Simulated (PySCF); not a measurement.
H4AlClO3, singlet (PBE0/def2-SVP optimised geometry):

```
9

Al    -0.741    -0.939     0.000
Cl    -1.573    -1.919     1.687
O     -0.731     0.783     0.000
H     -1.418     1.345     0.355
O     -0.750    -1.790    -1.497
H     -1.425    -2.407    -1.778
O      1.215    -0.939     0.000
H      1.410     0.011    -0.069
H      1.418    -1.345    -0.859
```

Calculation: PBE0/def2-TZVP (PySCF).

Question: What are the frontier orbital energies and the dipole moment?

Answer: HOMO-2 -8.73 eV, HOMO-1 -8.65 eV, HOMO -8.29 eV, LUMO -0.19 eV, LUMO+1 0.98 eV; dipole moment 2.84 D.

On the same geometry PySCF with PBE/def2-TZVP gives HOMO-2 -7.18 eV, HOMO-1 -7.11 eV, HOMO -6.69 eV, LUMO -1.10 eV, LUMO+1 0.13 eV; dipole moment 2.83 D.

Meta-Löwdin charges at PBE0/def2-TZVP: Al1 1.11, Cl2 -0.38, O3 -0.83, H4 0.35, O5 -0.83, H6 0.35, O7 -0.56, H8 0.39, H9 0.39.
